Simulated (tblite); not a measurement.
C6H9OP.
Cartesian coordinates in Å at the GFN2-xTB level; atoms count from 1:
```
atom  x, y, z in Å
C1     1.6738   -1.9466    1.1798
C2     1.0822   -1.6517    0.0261
C3     0.2776   -0.4743   -0.2326
C4    -0.1908   -0.1615   -1.4503
P5    -1.1459    1.3618   -1.4228
O6    -2.4027    1.4363   -2.1695
C7    -1.2149    1.3827    0.4101
C8    -0.0506    0.5042    0.8695
H9     1.6000   -1.3158    2.0491
H10    2.2646   -2.8392    1.2924
H11    1.2002   -2.3175   -0.8194
H12   -0.0389   -0.7542   -2.3373
H13   -0.2422    2.3719   -1.7671
H14   -2.1768    0.9341    0.6763
H15   -1.1817    2.3868    0.8318
H16    0.8348    1.1170    1.0603
H17   -0.2957   -0.0219    1.7938
```

Computed with GFN2-xTB (tblite): harmonic, unscaled wavenumbers at the GFN2-xTB geometry, gas phase. This tight-binding method is rough: wavenumbers can miss measured ones by several per cent, in bad cases by 10 to 20. Modes of hydrogen on phosphorus can be 10 to 20 % off. One conformer, not necessarily the lowest.

Harmonic wavenumbers (cm⁻¹): 74.0, 120.7, 146.3, 204.5, 294.7, 336.6, 397.7, 423.9, 472.4, 557.7, 652.9, 716.0, 742.0, 769.5, 813.0, 851.4, 891.8, 897.4, 932.9, 965.6, 991.0, 1009.1, 1053.6, 1091.8, 1100.5, 1157.9, 1227.7, 1249.1, 1289.1, 1294.3, 1325.6, 1409.1, 1430.0, 1469.6, 1612.5, 1658.8, 2244.8, 2942.9, 2954.3, 2982.5, 2990.1, 3057.9, 3095.2, 3112.7, 3137.0.

A = 4788, B = 1018, C = 878.0 MHz; mass 128.039 u (most abundant isotopes); point group C1, symmetry number 1.

Problem. Zero-point energy?

Solution. ½Σν̃ = 29074 cm⁻¹ = 347.80 kJ/mol.

Problem. What is S at 298.15 K and 1 bar for an ideal gas of classical rigid rotors and harmonic oscillators?

Solution. Translation 169.37, rotation 120.12, vibration 85.39: S = 374.9 J/(mol K).

Problem. And Cp and H(298.15 K) − H(0)?

Solution. Cp = 140.26 J/(mol K), of which vibrations give 107.00 (their classical limit is 45 R = 374.2); H(298.15 K) − H(0) = 24.46 kJ/mol without the zero-point energy, 14.55 from vibrations.

Problem. What must be added to the electronic energy to get the Gibbs energy at 298.15 K and 1 bar?

Solution. ZPE + [H(298.15 K) − H(0)] − T·S = 347.80 + 24.46 − 111.77 = 260.49 kJ/mol.

Problem. How do the functions run with temperature in this model?

Solution. 
| T (K) | S (J/(mol K)) | Cp (J/(mol K)) | H − H(0) (kJ/mol) | G − H(0) (kJ/mol) | ln q(vib) |
| --- | --- | --- | --- | --- | --- |
| 150 | 301.8 | 80.9 | 8.21 | -37.07 | 1.65 |
| 250 | 352.0 | 120.0 | 18.20 | -69.81 | 3.47 |
| 400 | 421.9 | 180.8 | 40.86 | -127.90 | 6.46 |
| 600 | 507.5 | 241.4 | 83.50 | -221.01 | 10.69 |
| 900 | 616.9 | 297.1 | 165.03 | -390.22 | 16.91 |

q(vib) and H(0) count from the zero-point level.

Problem. Which modes carry the vibrational entropy at 298.15 K?

Solution. 74.0 cm⁻¹: 16.92; 120.7 cm⁻¹: 12.92; 146.3 cm⁻¹: 11.38; 204.5 cm⁻¹: 8.75; 294.7 cm⁻¹: 6.05; 336.6 cm⁻¹: 5.14 J/(mol K); the other 39 give 24.22 together.

Problem. Blend soft modes into free rotors: weight 1/[1 + (100 cm⁻¹/ν̃)⁴] for the oscillator and the rest for a rotor with moment μB/(μ + B), μ = h/(8π²ν), B = 10⁻⁴⁴ kg m². What vibrational entropy results?

Solution. 81.86 J/(mol K) in place of 85.39, which changes −T·S at 298.15 K by +1.05 kJ/mol.

Hindered rotation and anharmonicity are outside this model. Other conformers, if any are populated, would add a mixing term that is left out. The structure is chiral; the term R ln 2 for an equal mix with its mirror image is left out.
